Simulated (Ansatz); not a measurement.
S-phenylphenoxathiinium bis(oxalato)borate, `O=C1O[B-]2(OC1=O)OC(=O)C(=O)O2.c1ccc([S+]2c3ccccc3Oc3ccccc32)cc1` was relaxed with PBE-D4 (def2-SVP) in Ansatz in these states: charge -1 doublet, neutral singlet. The geometries follow in no particular order.

Single mean-field runs in def2-SVP are fitted with def2-universal-jkfit.

A:

```xyz
46

O     2.7524    2.4836    0.9595
C     2.0605    2.8417    0.0326
O     1.3117    2.0339   -0.7404
B     0.5690    2.8705   -1.7409
O     0.9819    4.2423   -1.5077
C     1.8470    4.2975   -0.4749
O     2.3591    5.2899   -0.0196
O    -0.8937    2.6503   -1.5101
C    -1.3320    1.8131   -2.4429
O    -2.3784    1.1854   -2.4093
C    -0.2261    1.6804   -3.5325
O    -0.3070    1.0254   -4.5469
O     0.8299    2.3825   -3.1063
C    -4.0346   -2.7475    1.2752
C    -2.7815   -2.9443    1.8845
C    -1.7027   -2.1110    1.5625
C    -1.9148   -1.0851    0.6291
S    -0.6106    0.0595    0.1191
C     0.4501   -0.9400   -0.9099
C    -0.0103   -1.2238   -2.2078
C     0.8033   -1.9484   -3.0830
C     2.0684   -2.3871   -2.6547
C     2.5221   -2.1034   -1.3633
C     1.7183   -1.3676   -0.4752
O     2.2579   -1.1283    0.7561
C     1.6648   -0.3334    1.6901
C     2.4141   -0.0905    2.8551
C     1.9121    0.7458    3.8517
C     0.6545    1.3616    3.7075
C    -0.1008    1.1229    2.5586
C     0.3943    0.2557    1.5672
C    -3.1567   -0.8596    0.0137
C    -4.2217   -1.7131    0.3456
H    -4.8759   -3.4075    1.5361
H    -2.6434   -3.7555    2.6150
H    -0.7184   -2.2491    2.0347
H    -0.9939   -0.8566   -2.5396
H     0.4538   -2.1408   -4.1066
H     2.7187   -2.9488   -3.3415
H     3.5125   -2.4255   -1.0110
H     3.4084   -0.5524    2.9302
H     2.5191    0.9393    4.7482
H     0.2714    2.0398    4.4830
H    -1.0807    1.6040    2.4174
H    -3.2685   -0.0444   -0.7223
H    -5.2039   -1.5613   -0.1263
```

B:

```xyz
46

O    -1.8255    3.8557   -0.0086
C    -0.8224    3.6524    0.6402
O    -0.4752    2.4924    1.2151
B     0.8242    2.6516    1.9076
O     1.2201    4.0595    1.7071
C     0.2975    4.6849    0.9619
O     0.3262    5.8429    0.6083
O     1.8465    1.7243    1.3544
C     2.2760    0.9090    2.3249
O     3.0936    0.0197    2.1983
C     1.5124    1.2794    3.6268
O     1.6249    0.7285    4.7011
O     0.7053    2.3084    3.3414
C     0.2834   -4.6575   -2.7750
C    -0.8256   -3.9756   -2.2322
C    -0.6593   -2.8676   -1.3984
C     0.6586   -2.4205   -1.0812
S     0.9918   -0.8496   -0.3268
C    -0.2287   -0.8156    0.9924
C     0.1381   -1.3607    2.2329
C    -0.7881   -1.4015    3.2822
C    -2.0920   -0.9174    3.0699
C    -2.4620   -0.3747    1.8374
C    -1.5230   -0.2964    0.7881
O    -1.9624    0.2716   -0.3684
C    -1.0901    0.7790   -1.3019
C    -1.6378    1.6126   -2.2865
C    -0.7944    2.2517   -3.2039
C     0.6041    2.0642   -3.1338
C     1.1459    1.2116   -2.1706
C     0.3034    0.5606   -1.2455
C     1.7813   -3.0912   -1.6486
C     1.5892   -4.2010   -2.4683
H     0.1368   -5.5272   -3.4327
H    -1.8465   -4.3226   -2.4617
H    -1.5348   -2.3571   -0.9709
H     1.1655   -1.7294    2.3688
H    -0.4821   -1.7835    4.2661
H    -2.8275   -0.9426    3.8887
H    -3.4667    0.0333    1.6573
H    -2.7209    1.7986   -2.2685
H    -1.2259    2.9242   -3.9599
H     1.2692    2.5980   -3.8298
H     2.2327    1.0399   -2.1070
H     2.7972   -2.7317   -1.4174
H     2.4668   -4.7306   -2.8732
```

Q: Judge from the bond lengths which geometry belongs to which state (an estimate).

A: A is the neutral singlet (S18–C31 1.773 Å, C17–S18 1.809 Å, B4–O5 1.451 Å); B is the charge -1 doublet (S18–C31 1.818 Å, C17–S18 1.774 Å, B4–O5 1.476 Å).
